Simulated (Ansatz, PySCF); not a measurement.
Bond stretch in LiNa, singlet.

Levels of theory: RMP2/3-21G = PySCF with restricted MP2 (frozen core)/3-21G; UKS-B3LYP/LANL2DZ = unrestricted B3LYP/LANL2DZ, with its core potentials past Ne (PySCF 2.14.0); FCI = full CI/cc-pVQZ, frozen core run with Ansatz (a quantum-chemistry and plane-wave program); RCCSD(T) = CCSD(T) on RHF/cc-pVQZ, frozen core (Ansatz); UHF/LANL2DZ = PySCF with unrestricted Hartree-Fock/LANL2DZ, with its core potentials past Ne.

Energies are in eV, each relative to the lowest point of its own curve near equilibrium.

| R / Å | RMP2/3-21G | UKS-B3LYP/LANL2DZ | FCI | RCCSD(T) | UHF/LANL2DZ |
|---|---|---|---|---|---|
| 2.35 | 0.375 | 0.371 | 0.324 | 0.324 | 0.528 |
| 2.52 | 0.193 | 0.188 | 0.149 | 0.149 | 0.334 |
| 2.62 | 0.118 | 0.113 | 0.082 | 0.082 | (withheld) |
| 2.74 | 0.054 | 0.052 | 0.031 | 0.031 | 0.157 |
| 2.78 | 0.039 | 0.037 | 0.019 | 0.019 | (withheld) |
| 2.93 | 0.004 | 0.004 | 0.000 | 0.000 | 0.069 |
| 2.98 | 0.000 | 0.000 | 0.000 | 0.000 | 0.053 |
| 3.11 | 0.003 | (withheld) | 0.014 | 0.014 | 0.023 |
| 3.27 | 0.030 | 0.030 | 0.051 | 0.051 | 0.005 |
| 3.37 | 0.057 | 0.057 | 0.082 | 0.082 | 0.000 |
| 3.59 | 0.136 | 0.132 | 0.164 | 0.164 | 0.002 |
| 3.94 | 0.293 | 0.277 | 0.313 | 0.313 | 0.023 |
| 4.37 | 0.499 | 0.425 | 0.486 | 0.486 | 0.051 |
| 4.89 | 0.726 | (withheld) | 0.647 | 0.647 | 0.074 |
| 5.34 | 0.888 | 0.606 | 0.737 | 0.737 | 0.086 |
| 5.81 | 1.022 | 0.643 | 0.793 | 0.793 | (withheld) |
| 6.45 | 1.146 | 0.668 | 0.832 | 0.832 | 0.096 |
| 7.24 | (withheld) | 0.681 | 0.851 | 0.851 | 0.098 |
| 7.97 | 1.211 | 0.685 | 0.857 | 0.857 | 0.098 |
| 8.87 | 1.133 | 0.686 | 0.861 | 0.861 | 0.098 |

Question: Fill in the missing entries.

Answer: 
- 2.62, UHF/LANL2DZ: 0.242
- 2.78, UHF/LANL2DZ: 0.134
- 3.11, UKS-B3LYP/LANL2DZ: 0.004
- 4.89, UKS-B3LYP/LANL2DZ: 0.545
- 5.81, UHF/LANL2DZ: 0.092
- 7.24, RMP2/3-21G: 1.216

The restricted form behind RMP2/3-21G keeps the bonding electrons paired and can't separate into open-shell fragments. The unrestricted determinant behind UKS-B3LYP/LANL2DZ is spin-contaminated at 3.94 to 8.87 Å (<S²> up to 1.0, against 0.00 for a pure singlet). With two correlated electrons CCSD is exact in the basis where it finds the lowest root (RCCSD(T)). The unrestricted determinant behind UHF/LANL2DZ is spin-contaminated at 2.35 to 8.87 Å (<S²> up to 1.0, against 0.00 for a pure singlet).
